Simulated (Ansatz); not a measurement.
## Ligand exchange: SiH2(CH3)Br + GaH2(OH) → SiH2(CH3)(OH) + GaH2Br

Species: SiH2(CH3)Br, singlet; GaH2(OH), singlet; SiH2(CH3)(OH), singlet; GaH2Br `[GaH2][Br]`, singlet. The partners trade Br for OH: Si–Br and Ga–OH bonds give way to Si–OH and Ga–Br.

Shapes, held fixed at every level: PBE0-D4/def2-TZVP. Flexible molecules stand in one conformer, not always the lowest. Programs: Ansatz 0.2.0. The zero-point and thermal change to 298 K, harmonic and unscaled (PBE0-D4/def2-TZVP), is +0.3 kJ/mol.

```json
{"level": "HF/def2-TZVPP", "kind": "Hartree–Fock", "ΔH(298 K) (kJ/mol)": "-82.5", "less CCSD(T)/def2-TZVPP": "-20.8"}
{"level": "SPW92/def2-TZVPP", "kind": "LDA", "ΔH(298 K) (kJ/mol)": "-56.2", "less CCSD(T)/def2-TZVPP": "+5.5"}
{"level": "wB97M-V/def2-TZVPP", "kind": "range-separated hybrid", "ΔH(298 K) (kJ/mol)": "-63.2", "less CCSD(T)/def2-TZVPP": "-1.5"}
{"level": "B2PLYP/def2-TZVPP", "kind": "double hybrid", "ΔH(298 K) (kJ/mol)": "-63.2", "less CCSD(T)/def2-TZVPP": "-1.5"}
{"level": "MP2/def2-TZVPP", "kind": "perturbation theory", "ΔH(298 K) (kJ/mol)": "-58.7", "less CCSD(T)/def2-TZVPP": "+3.0"}
{"level": "CCSD/def2-TZVPP", "kind": "coupled cluster or CI", "ΔH(298 K) (kJ/mol)": "-64.8", "less CCSD(T)/def2-TZVPP": "-3.1"}
{"level": "CCSD(T)/def2-TZVPP", "kind": "coupled cluster or CI", "ΔH(298 K) (kJ/mol)": "-61.7", "less CCSD(T)/def2-TZVPP": "0.0"}
```

The highest level, CCSD(T)/def2-TZVPP, gives ΔH(298 K) = -61.7 kJ/mol; the levels span -82.5 to -56.2. The column of differences is taken from that level and isn't an error. No measured value is set beside it here. Relativity is left out for Br, Ga unless named. Correlated rows may include outer-core shells of Br, Ga, which these sets cover unevenly.
